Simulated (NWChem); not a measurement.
Molecule: BeSiH₄; SMILES [BeH][SiH3]

```xyz
6

Be    -0.0002    -1.6635     0.0062
H     -0.0014    -3.0035     0.0095
Si    -0.0018     0.5297     0.0010
H      1.1720     1.0956    -0.7433
H      0.0530     1.0966     1.3895
H     -1.2347     1.0898    -0.6460
```
Atoms are numbered in this order, from 1.

Geometry: optimised at PBE0/def2-SVP.

**Question.** List the 4 lowest vertical singlet excitations from BHandHLYP/def2-SVP, TDA (NWChem).

**Answer.** 
| state | energy (eV) | oscillator strength | leading excitation (squared amplitude) |
|---|---|---|---|
| S1 | 5.33 | 0.020 | HOMO → LUMO (0.93) |
| S2 | 5.33 | 0.020 | HOMO → LUMO+1 (0.93) |
| S3 | 7.66 | 0.000 | HOMO−1 → LUMO (0.50) |
| S4 | 7.70 | 0.157 | HOMO−3 → LUMO (0.74) |
